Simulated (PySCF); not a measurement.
Computed with PySCF, wB97X, basis Y def2-TZVP with ECP28, H def2-TZVP (scalar-relativistic core potentials, no spin–orbit coupling, density fitting). Open shells, if any, are unrestricted.

Problem. What shape and geometry does isolated singlet YH₂⁺ take (every ligand bound to Y)?

Solution. Formally Y is in oxidation state +3, d0. A d0 centre has no lone pair, yet it is C2v rather than linear: covalent bonding through the d orbitals favours lower symmetry. The polar-tensor charge on Y, 1.90, is below the formal one. The lowest minimum found is a singlet of C2v symmetry with Y–H 1.888 Å (×2); H–Y–H 109.0°. Its harmonic wavenumbers are 508 (a1), 1665 (b2), 1708 (a1) cm⁻¹ and its dipole moment is 4.88 D about the centre of mass.

Stability towards spin polarisation was not tested. Other isomers or separated fragments may lie lower.
